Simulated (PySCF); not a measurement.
Molfile (atoms numbered from 1):
```
C7H9NOSi
     RDKit          3D

 19 19  0  0  0  0  0  0  0  0999 V2000
   -3.8031   -0.1712   -0.1084 C   0  0  0  0  0  0  0  0  0  0  0  0
   -2.5391    0.2467   -0.1851 C   0  0  0  0  0  0  0  0  0  0  0  0
   -1.4433   -0.5492    0.2284 C   0  0  0  0  0  0  0  0  0  0  0  0
   -0.1483   -0.7147    0.4190 C   0  0  0  0  0  0  0  0  0  0  0  0
    1.6145   -0.1821    0.4026 Si  0  0  1  0  0  4  0  0  0  0  0  0
    2.5342   -1.2586   -0.8332 C   0  0  0  0  0  0  0  0  0  0  0  0
    3.1037   -1.8993   -1.5930 N   0  0  0  0  0  0  0  0  0  0  0  0
    1.5507    1.3524   -0.1081 O   0  0  0  0  0  0  0  0  0  0  0  0
    2.5735    2.2499   -0.4178 C   0  0  0  0  0  0  0  0  0  0  0  0
   -1.0477   -1.8766    0.7786 C   0  0  0  0  0  0  0  0  0  0  0  0
   -4.6262    0.4446   -0.4258 H   0  0  0  0  0  0  0  0  0  0  0  0
   -4.0445   -1.1470    0.2795 H   0  0  0  0  0  0  0  0  0  0  0  0
   -2.2940    1.2283   -0.5716 H   0  0  0  0  0  0  0  0  0  0  0  0
    2.3317   -0.3456    1.6712 H   0  0  0  0  0  0  0  0  0  0  0  0
    3.2376    2.3962    0.4373 H   0  0  0  0  0  0  0  0  0  0  0  0
    3.1652    1.8870   -1.2618 H   0  0  0  0  0  0  0  0  0  0  0  0
    2.1133    3.2025   -0.6821 H   0  0  0  0  0  0  0  0  0  0  0  0
   -1.0621   -2.7517    0.1381 H   0  0  0  0  0  0  0  0  0  0  0  0
   -1.2260   -2.1024    1.8246 H   0  0  0  0  0  0  0  0  0  0  0  0
  1  2  2  0
  2  3  1  0
  3  4  2  0
  4  5  1  0
  5  6  1  0
  6  7  3  0
  5  8  1  0
  8  9  1  0
  4 10  1  0
 10  3  1  0
  1 11  1  0
  1 12  1  0
  2 13  1  0
  5 14  1  1
  9 15  1  0
  9 16  1  0
  9 17  1  0
 10 18  1  0
 10 19  1  0
M  END
```

Computed data (PySCF 2.14): GFN2-xTB geometry, σ from GIAO-PBE0/pcSseg-1. Averaged over atoms made equivalent by symmetry, fast rotation or ring inversion, one computed conformer, no relativistic terms, in vacuum.

Scale: ¹³C and ¹H and ²⁹Si vs TMS; NH3 for ¹⁵N; ¹⁷O against H2O (reference shieldings calculated alike).

```csv
atoms,nucleus,count,Hirshfeld charge,δ (ppm)
C9,¹³C,1,-0.03,53.5
H11,¹H,1,0.06,6.33
C6,¹³C,1,-0.04,?
H19,¹H,1,0.03,1.11
C4,¹³C,1,-0.11,112.6
C2,¹³C,1,-0.04,132.6
N7,¹⁵N,1,-0.20,358.3
H12,¹H,1,0.05,6.09
H14,¹H,1,-0.07,?
C10,¹³C,1,-0.10,?
Si5,²⁹Si,1,0.46,?
C1,¹³C,1,-0.07,137.7
O8,¹⁷O,1,-0.22,?
C3,¹³C,1,0.02,147.2
H13,¹H,1,0.06,7.34
H18,¹H,1,0.03,1.23
H15/H16/H17,¹H,3,0.05,4.04
```

Q: Fill in the missing shifts.

A: 
- C6: 123.9 ppm, nitrile carbon; typical of a nitrile
- C10: 9.7 ppm, three-membered-ring carbon; carbons of three-membered rings are unusually shielded
- H14: 5.37 ppm, hydrogen on a silicon bonded to 2 C, O
- Si5: -53.7 ppm, silicon bonded to 2 C, O, H
- O8: 11.0 ppm, oxygen bonded to C, Si

Shifts are as computed. Against solution values, carbons near 30 ppm lie about +3 ppm off and those near 130 ppm about +5 ppm. Of 1211 compounds with measured shifts, 218 miss one by over three times the rms of a fit or turn the order of signals round; such compounds aren't used in these exercises. Experimental scales use liquid or dissolved standards, which lie at an offset from isolated NH3 (liquid NH3: subtract about 20 ppm) and H2O (liquid H2O: subtract about 36 ppm). Unscaled 15N shifts of sp2 nitrogen come out 20 to 40 ppm too high even then.
